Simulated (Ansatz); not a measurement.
A nudged elastic band was laid between two geometries of CH₆GeS (9 atoms, charge 0, multiplicity 1).

Method: RKS B3LYP/def2-SVP (Ansatz).

| Item | Value |
| --- | --- |
| movable images | 9 |
| climbing image | yes |
| spring | 5.0 eV/Å² |
| optimiser | quadratic models (default) |
| start path | through a guess of the saddle point |
| force threshold | 0.05 eV/Å |
| iteration limit | 60 |
| end points | relaxed |

Initial state:

```xyz
9
Properties=species:S:1:pos:R:3
C -0.759 0.837 -0.824
Ge 0.278 -0.603 0.010
S 0.920 0.170 2.033
H -1.107 0.516 -1.818
H -0.137 1.736 -0.941
H -1.634 1.085 -0.206
H 1.524 -0.954 -0.835
H -0.581 -1.877 0.186
H 1.587 -0.955 2.378
```

Final state:

```xyz
9
Properties=species:S:1:pos:R:3
C -0.767 0.847 -1.053
Ge 0.140 -0.954 -0.801
S 0.603 -0.463 1.845
H -0.742 1.045 -2.141
H -0.270 1.693 -0.554
H -1.827 0.814 -0.753
H 1.633 -0.364 -0.933
H -0.295 -1.308 2.407
H 1.612 -1.357 1.967
```

Task: What changes between the two ends?

Result: Bonds broken: Ge2–H8. Bonds formed: S3–H8.

Task: Give the energies along the band, and the barrier.

Result: The forces met the threshold. The highest image is number 5 of 0 to 10, 2.13 eV above the first end and 0.62 eV above the last; the last end lies 1.51 eV above the first. A vibrational analysis at the climbing image gives one clearly imaginary mode, 889i cm⁻¹: a first-order saddle point. The orbitals stay closed-shell, which can raise the energy where a bond breaks towards radicals; this wasn't checked here.

```tsv
image	path coordinate (Å)	energy (eV)	Ge2–H8 (Å)	S3–H8 (Å)
0	0.00	0.00	1.55	3.14
1	0.35	0.01	1.55	3.09
2	0.71	0.22	1.53	2.81
3	1.06	0.83	1.52	2.45
4	1.42	1.72	1.54	2.09
5	1.77	2.13	1.66	1.74
6	2.18	1.86	2.05	1.41
7	2.58	1.71	2.50	1.36
8	2.99	1.57	2.92	1.35
9	3.40	1.51	3.21	1.35
10	3.80	1.51	3.26	1.35
```

Task: What is the geometry of the highest image?

Result: 
```xyz
9
Properties=species:S:1:pos:R:3
C -0.778 0.797 -0.977
Ge 0.102 -0.878 -0.379
S 0.537 -0.170 2.127
H -0.972 0.720 -2.059
H -0.135 1.669 -0.790
H -1.740 0.931 -0.462
H 1.596 -0.782 -0.834
H -0.187 -1.421 1.162
H 1.666 -0.913 2.195
```

Task: What are the harmonic wavenumbers there?

Result: 889i, 109, 133, 224, 250, 514, 562, 581, 612, 774, 875, 949, 1239, 1429, 1433, 1567, 2019, 2675, 3036, 3132, 3155 cm⁻¹.

Time of the run: 2.7 min on 2 threads of AMD EPYC 9R14 (Zen 4) (shared host), peak memory 0.22 GiB.
